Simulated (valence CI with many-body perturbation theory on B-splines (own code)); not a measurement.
**Nd55+: calculated level list**

Method: valence CI with perturbative core correlation (CI+MBPT): three valence electrons over a frozen Dirac-Fock core [He], radial functions for each j: 11 s, 11 p, 10 d, 8 f, 5 g, 2 h, with the one-electron correlation potential Σ1, the two-electron term Σ2, the three-electron term Σ3, Breit, model QED; selected CI, second order for the rest, scaled by the run's own slope (own B-spline code, finite nucleus).

The last digits are not significant, and no measured levels were compared; by estimate large intervals hold to a few tenths of a per cent, small ones and those within an open d or f shell to about a per cent.

Levels 91 to 135 of 165, with energies above the lowest level, (2s^2 2p1/2) J=1/2. "Leading %" is the weight of the configuration and term that name the level; weights of strongly mixed levels are sums over their largest components and can fall short. In the jj column 3d3/2^4 stands for four electrons in 3d with j = 3/2. Lifetimes count E1, E2, E3, M1 and M2 decay at the calculated energies, and are blank where another channel may lead or the interval is too uncertain; long ones can be off by a factor of two.

```
No.  Configuration  Term    J  E (eV)  Leading %      g  Lifetime                 Leading jj
 91         2p2.3p   2P°  1/2  7753.6         86  0.651   5.17 fs   2p1/2 2p3/2 3p3/2 (99 %)
 92         2p2.3d    2G  7/2  7759.9         50  1.023    147 fs   2p1/2 2p3/2 3d3/2 (97 %)
 93         2p2.3d    2D  5/2  7773.2         34  1.148   1.33 fs   2p1/2 2p3/2 3d3/2 (93 %)
 94         2p2.3d    2D  3/2  7778.4         47  1.090   1.31 fs   2p1/2 2p3/2 3d3/2 (96 %)
 95         2p2.3d    2P  1/2  7786.5         36  1.693   1.13 fs   2p1/2 2p3/2 3d3/2 (99 %)
 96         2p2.3d    4D  7/2  7788.9         47  1.299   41.4 fs   2p1/2 2p3/2 3d5/2 (99 %)
 97         2p2.3d    2P  3/2  7805.1         37  1.347   1.77 fs   2p1/2 2p3/2 3d5/2 (96 %)
 98         2p2.3d    2G  9/2  7805.6         63  1.177    291 fs  2p1/2 2p3/2 3d5/2 (100 %)
 99         2p2.3d    2F  5/2  7806.5         42  1.136   1.50 fs   2p1/2 2p3/2 3d5/2 (95 %)
100         2p2.3d    2D  5/2  7822.3         60  1.237   1.03 fs   2p1/2 2p3/2 3d5/2 (97 %)
101         2p2.3d    2F  7/2  7828.1         68  1.121    981 as   2p1/2 2p3/2 3d5/2 (97 %)
102         2p2.3d    2D  3/2  7832.8         58  0.963   1.46 fs   2p1/2 2p3/2 3d5/2 (99 %)
103         2p2.3d    2P  1/2  7837.7         60  1.165   1.34 fs   2p1/2 2p3/2 3d5/2 (99 %)
104         2p2.3s    4P  5/2  8066.1         63  1.433   26.2 fs         2p3/2^2 3s (100 %)
105         2p2.3s    2P  3/2  8075.3         54  1.161   8.31 fs         2p3/2^2 3s (100 %)
106         2p2.3s    2S  1/2  8123.3         70  1.980   13.8 fs          2p3/2^2 3s (99 %)
107         2p2.3p   2P°  3/2  8130.4         26  1.431   3.87 fs      2p3/2^2 3p1/2 (100 %)
108         2p2.3p   2D°  5/2  8132.9         41  1.173   3.81 fs      2p3/2^2 3p1/2 (100 %)
109         2p2.3p   2P°  1/2  8184.9         76  0.657   3.86 fs       2p3/2^2 3p1/2 (99 %)
110         2p2.3p   2D°  5/2  8282.4         53  1.305   4.91 fs      2p3/2^2 3p3/2 (100 %)
111         2p2.3p   4D°  7/2  8282.4         63  1.307   5.15 fs      2p3/2^2 3p3/2 (100 %)
112         2p2.3p   2P°  1/2  8284.0         57  1.250   4.63 fs       2p3/2^2 3p3/2 (99 %)
113         2p2.3p   2P°  3/2  8323.3         62  1.304   4.87 fs      2p3/2^2 3p3/2 (100 %)
114         2p2.3d    2D  3/2  8341.3         32  1.160   1.59 fs      2p3/2^2 3d3/2 (100 %)
115         2p2.3d    4D  5/2  8342.8         29  1.166   1.60 fs       2p3/2^2 3d3/2 (96 %)
116         2p2.3d    2F  7/2  8344.6         39  1.091   1.55 fs       2p3/2^2 3d3/2 (99 %)
117         2p2.3d    4P  1/2  8346.0         42  1.483   1.47 fs       2p3/2^2 3d3/2 (95 %)
118         2p2.3p   2P°  3/2  8347.5         65  1.314   4.77 fs      2p3/2^2 3p3/2 (100 %)
119         2p2.3d    2F  7/2  8372.9         52  1.227    183 fs      2p3/2^2 3d5/2 (100 %)
120         2p2.3d    4F  9/2  8373.7         63  1.236    219 fs      2p3/2^2 3d5/2 (100 %)
121         2p2.3d    2P  1/2  8387.3         51  1.369   2.14 fs       2p3/2^2 3d5/2 (95 %)
122         2p2.3d    2D  3/2  8392.9         47  0.978   1.74 fs       2p3/2^2 3d3/2 (68 %)
123         2p2.3d    2D  5/2  8407.8         61  1.177   1.26 fs       2p3/2^2 3d5/2 (97 %)
124         2p2.3d    2D  3/2  8413.8         60  1.047    966 as       2p3/2^2 3d5/2 (68 %)
125         2p2.3d    2D  5/2  8440.4         67  1.184   1.71 fs       2p3/2^2 3d5/2 (98 %)
126         2s2.4s    2S  1/2  8858.3         98  1.995   14.2 fs             2s^2 4s (98 %)
127         2s2.4p   2P°  1/2  8884.9         98  0.659   24.1 fs          2s^2 4p1/2 (98 %)
128         2s2.4p   2P°  3/2  8954.1         97  1.330   31.0 fs          2s^2 4p3/2 (97 %)
129         2s2.4d    2D  3/2  8973.4         98  0.794   3.10 fs          2s^2 4d3/2 (98 %)
130       2s.2p.4s   4P°  1/2  8983.0         77  2.197   15.5 fs        2s 2p1/2 4s (100 %)
131         2s2.4d    2D  5/2  8993.6         98  1.195   3.44 fs          2s^2 4d5/2 (98 %)
132         2s2.4f   2F°  5/2  9004.5         98  0.851   6.99 fs          2s^2 4f5/2 (98 %)
133       2s.2p.4p    4D  1/2  9006.7         66  0.425   11.9 fs     2s 2p1/2 4p1/2 (100 %)
134       2s.2p.4s   4P°  3/2  9008.5         61  1.555   14.4 fs         2s 2p1/2 4s (98 %)
135       2s.2p.4s   2P°  1/2  9013.9         85  0.915   16.4 fs         2s 2p1/2 4s (99 %)
```
